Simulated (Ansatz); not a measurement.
Consider the homolysis of the S–Si bond: `C[SiH2]S[SiH2]F` → `C[SiH2][S]`• + `F[SiH2]`•.

Program: Ansatz. Geometries: PBE0-D4/def2-TZVP. ΔE: electronic, gas phase. CCSD(T)/CBS is the MP2 limit (def2-TZVPP, def2-QZVPP) plus CCSD(T) − MP2 in def2-TZVPP, frozen cores. This one scheme is used for every species. DFT in def2-TZVPP. HSE06 is defined as in plane-wave codes. No spin–orbit coupling; open shells (•) take unrestricted orbitals. One conformer a species, not always the lowest.

`C[SiH2]S[SiH2]F`:

Cartesian coordinates in Å:
```
C 0.020 0.588 1.813
Si -0.018 1.259 0.078
S 1.330 0.182 -1.215
Si 0.101 -1.479 -1.640
F -0.216 -2.320 -0.314
H -0.650 1.164 2.457
H -0.298 -0.457 1.823
H 1.029 0.643 2.225
H 0.449 2.667 0.026
H -1.386 1.166 -0.498
H -1.211 -1.062 -2.183
H 0.850 -2.350 -2.572
```

`C[SiH2][S]`•:

```xyz
8

C    -0.508    0.355    0.824
Si    0.463   -0.169   -0.678
S    -0.082   -2.077   -1.438
H    -0.150    1.322    1.188
H    -0.405   -0.380    1.625
H    -1.569    0.453    0.583
H     1.907   -0.356   -0.350
H     0.344    0.852   -1.754
```

`F[SiH2]`•:

Z-matrix (Å, degrees):
```
Si
F 1 1.604
H 1 1.490 2 107.9
H 1 1.490 2 107.9 3 120.5
```

(1) What is ΔE at CCSD(T)/CBS? (An estimate is asked.)

(2) What do these levels give: revPBE-D4, BLYP-D4, HSE06-D4, CAM-B3LYP-D4, ωB97X-V, ωB97M-V, r2SCANh, r2SCAN0, CAM-B3LYP, HF/def2-TZVPP, CCSD/def2-TZVPP, HF/def2-QZVPP? (Estimate.)

Largest T1 diagnostic among the species: 0.014.

Results:

(1) Computed: +4.27 eV.

(2) Computed: revPBE-D4 4.00, BLYP-D4 3.91, HSE06-D4 4.12, CAM-B3LYP-D4 4.02, ωB97X-V 4.21, ωB97M-V 4.27, r2SCANh 3.99, r2SCAN0 3.98, CAM-B3LYP 3.90, HF/def2-TZVPP 2.99, CCSD/def2-TZVPP 3.99, HF/def2-QZVPP 2.97 eV.

From PBE to PBE0 (25 % exact exchange), in def2-TZVPP and without D4, ΔE moves by +0.05 eV. Leaving LDA and LC-ωPBE aside and taking each functional with its dispersion term where it has one, the values spread over 0.36 eV, from BLYP-D4 to ωB97M-V. LDA lies +0.62 eV from PBE without D4, its usual overbinding.
